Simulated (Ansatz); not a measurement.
A nudged elastic band was laid between two geometries of AlClFH4NS (9 atoms, charge 0, multiplicity 1).

All numbers below come from Ansatz 0.2.0, RKS B3LYP-D4/6-31G*.

| Quantity | Value |
| --- | --- |
| movable images | 5 |
| climbing image | yes |
| spring | 5.0 eV/Å² |
| optimiser | fire |
| start path | through a guess of the saddle point |
| force threshold | 0.03 eV/Å |
| iteration limit | 60 |
| end points | relaxed |

Initial state:

```xyz
9
Properties=species:S:1:pos:R:3
Al -0.230 0.116 0.099
Cl -0.472 -0.741 2.040
F 1.326 0.277 -0.468
N -1.604 -0.060 -1.024
H -2.392 -0.661 -0.815
H -1.504 0.041 -2.027
S -0.471 2.565 0.696
H -1.584 2.479 1.452
H 0.354 2.672 1.760
```

Final state:

```xyz
9
Properties=species:S:1:pos:R:3
Al -0.173 0.715 -0.292
Cl -0.078 -0.157 2.435
F 1.338 0.097 -0.570
N -1.600 -0.073 -0.981
H -1.583 -0.997 -1.394
H -2.543 0.291 -0.963
S -0.271 2.801 0.463
H -1.617 2.886 0.369
H -0.050 1.124 2.647
```

(1) Which bonds break or form, and what moves?

(2) Give the energies along the band, and the barrier.

## Answers

(1) Bonds broken: Al1–Cl2, S7–H9. Bonds formed: Cl2–H9. AlClFH4NS becomes AlFH3NS + ClH.

(2) It did not converge within its limit. The highest image is number 4 of 0 to 6, 1.10 eV above the first end and 0.10 eV above the last; the last end lies 1.01 eV above the first. The band didn't meet its force threshold, so its energies are provisional: the largest band force was still 0.07 eV/Å, and over the last iterations the top stayed at 1.10 eV. The orbitals stay closed-shell, which can raise the energy where a bond breaks towards radicals; this wasn't checked here.

```json
{"image": "0", "path coordinate (Å)": "0.00", "energy (eV)": "0.00", "Al1–Cl2 (Å)": "2.14", "S7–H9 (Å)": "1.35", "Cl2–H9 (Å)": "3.52"}
{"image": "1", "path coordinate (Å)": "0.71", "energy (eV)": "0.03", "Al1–Cl2 (Å)": "2.14", "S7–H9 (Å)": "1.35", "Cl2–H9 (Å)": "3.20"}
{"image": "2", "path coordinate (Å)": "1.42", "energy (eV)": "0.12", "Al1–Cl2 (Å)": "2.14", "S7–H9 (Å)": "1.35", "Cl2–H9 (Å)": "2.85"}
{"image": "3", "path coordinate (Å)": "2.15", "energy (eV)": "0.41", "Al1–Cl2 (Å)": "2.20", "S7–H9 (Å)": "1.39", "Cl2–H9 (Å)": "2.21"}
{"image": "4", "path coordinate (Å)": "2.89", "energy (eV)": "1.10", "Al1–Cl2 (Å)": "2.47", "S7–H9 (Å)": "1.92", "Cl2–H9 (Å)": "1.44"}
{"image": "5", "path coordinate (Å)": "3.46", "energy (eV)": "1.03", "Al1–Cl2 (Å)": "2.74", "S7–H9 (Å)": "2.48", "Cl2–H9 (Å)": "1.31"}
{"image": "6", "path coordinate (Å)": "4.01", "energy (eV)": "1.01", "Al1–Cl2 (Å)": "2.86", "S7–H9 (Å)": "2.76", "Cl2–H9 (Å)": "1.30"}
```

The run took 14 min on 2 threads of Arm Neoverse V2 (shared host), peak memory 0.22 GiB.
